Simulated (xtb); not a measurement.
B2F4, triplet, from a rough starting geometry (a higher spin typed on purpose: for a closed-shell molecule this is an excited state); GFN2-xTB (xtb).

Here is a job for xtb.
```
$ xtb mol.xyz --gfn 2 --uhf 2 --opt vtight --json

# file mol.xyz
6

F     -1.53065399    -1.09585398     0.47888585
B     -0.89130735    -0.05719106    -0.08046703
F     -1.56961776     0.85089617    -0.60174994
B      0.83275156     0.04908230     0.02171437
F      1.61256319    -0.85530411    -0.47002784
F      1.51403568     1.00862450     0.67410542
```

It wrote (shortened):

```
   ID    Z sym.   atoms
    1    9 F      1, 3, 5, 6
    2    5 B      2, 4

           -------------------------------------------------
          |                Calculation Setup                |
           -------------------------------------------------

           -------------------------------------------------
          |                 G F N 2 - x T B                 |
           -------------------------------------------------

          ...................................................
          :                      SETUP                      :
          :.................................................:
          :  # basis functions                  24          :
          :  # atomic orbitals                  24          :
          :  # shells                           12          :
          :  # electrons                        34          :
          :  max. iterations                   250          :
          :  Hamiltonian                  GFN2-xTB          :
          :  restarted?                      false          :
          :  GBSA solvation                  false          :
          :  PC potential                    false          :
          :  electronic temp.          300.0000000     K    :
          :  accuracy                    1.0000000          :
          :  -> integral cutoff          0.2500000E+02      :
          :  -> integral neglect         0.1000000E-07      :
          :  -> SCF convergence          0.1000000E-05 Eh   :
          :  -> wf. convergence          0.1000000E-03 e    :
          :  Broyden damping             0.4000000          :
          :  net charge                          0          :
          :  unpaired electrons                  2          :
          ...................................................

 iter      E             dE          RMSdq      gap      omega  full diag
   1    -21.4019075 -0.214019E+02  0.105E+01    1.66       0.0  T
   2    -21.4613290 -0.594214E-01  0.650E+00    1.62       1.0  T
   3    -21.3962591  0.650698E-01  0.421E+00    2.22       1.0  T
   4    -21.4666319 -0.703727E-01  0.166E+00    1.69       1.0  T
   5    -21.4793875 -0.127556E-01  0.434E-01    1.63       1.0  T
   6    -21.4795968 -0.209310E-03  0.184E-01    1.63       1.0  T
   7    -21.4796442 -0.474278E-04  0.778E-02    1.63       1.0  T
   8    -21.4796696 -0.253720E-04  0.252E-02    1.63       1.6  T
   9    -21.4796740 -0.437587E-05  0.927E-03    1.63       4.4  T
[...]
 * total energy  :   -21.4378177 Eh     change       -0.5217864E-03 Eh
 * total energy  :   -21.4386158 Eh     change       -0.7981296E-03 Eh
 * total energy  :   -21.4386644 Eh     change       -0.4855098E-04 Eh
 * total energy  :   -21.4386998 Eh     change       -0.3545555E-04 Eh
 * total energy  :   -21.4387087 Eh     change       -0.8863572E-05 Eh
 * total energy  :   -21.4387186 Eh     change       -0.9934613E-05 Eh
 * total energy  :   -21.4387216 Eh     change       -0.2966731E-05 Eh
 * total energy  :   -21.4387246 Eh     change       -0.2951633E-05 Eh
 * total energy  :   -21.4387251 Eh     change       -0.5103047E-06 Eh
 * total energy  :   -21.4387252 Eh     change       -0.1103303E-06 Eh
 * total energy  :   -21.4387253 Eh     change       -0.1338352E-06 Eh
 * total energy  :   -21.4387254 Eh     change       -0.6939019E-07 Eh
   *** GEOMETRY OPTIMIZATION CONVERGED AFTER 19 ITERATIONS ***
         :: total energy             -21.438725383672 Eh    ::
[...]
      -------------------------------------------------------------
                  HL-Gap            0.1536316 Eh            4.1805 eV
             Fermi-level           -0.3800606 Eh          -10.3420 eV

     #   Z          covCN         q      C6AA      α(0)
     1   9 F        0.722    -0.210    11.347     3.978
     2   5 B        2.413     0.420    19.310     8.041
     3   9 F        0.722    -0.210    11.347     3.978
     4   5 B        2.413     0.420    19.311     8.041
     5   9 F        0.722    -0.210    11.347     3.978
     6   9 F        0.722    -0.210    11.348     3.978

 Mol. C6AA /au·bohr⁶  :        478.454913
 Mol. C8AA /au·bohr⁸  :      11920.013187
 Mol. α(0) /au        :         31.994339

Wiberg/Mayer (AO) data.
largest (>0.10) Wiberg bond orders for each atom

 ---------------------------------------------------------------------------
     #   Z sym  total        # sym  WBO       # sym  WBO       # sym  WBO
 ---------------------------------------------------------------------------
     1   9 F    1.240 --     2 B    1.066
     2   5 B    3.212 --     1 F    1.066     3 F    1.066     4 B    0.955
     3   9 F    1.240 --     2 B    1.066
     4   5 B    3.212 --     5 F    1.066     6 F    1.066     2 B    0.955
     5   9 F    1.240 --     4 B    1.066
     6   9 F    1.240 --     4 B    1.066
 ---------------------------------------------------------------------------

Topologies differ in total number of bonds
Writing topology from bond orders to xtbtopo.mol

molecular dipole:
                 x           y           z       tot (Debye)
 q only:       -0.000       0.000      -0.000
   full:       -0.000       0.000      -0.001       0.002
molecular quadrupole (traceless):
                xx          xy          yy          xz          yz          zz
 q only:       -2.682      -0.051      -1.645      -0.372      -0.126       4.326
  q+dip:       -2.231       0.082      -3.584      -0.426      -0.190       5.815
   full:       -2.642       0.070      -3.771      -0.479      -0.207       6.413

optimized geometry written to: xtbopt.xyz

           -------------------------------------------------
          | TOTAL ENERGY              -21.438725383672 Eh   |
          | GRADIENT NORM               0.000175520643 Eh/α |
          | HOMO-LUMO GAP               4.180528537969 eV   |
           -------------------------------------------------

normal termination of xtb
```
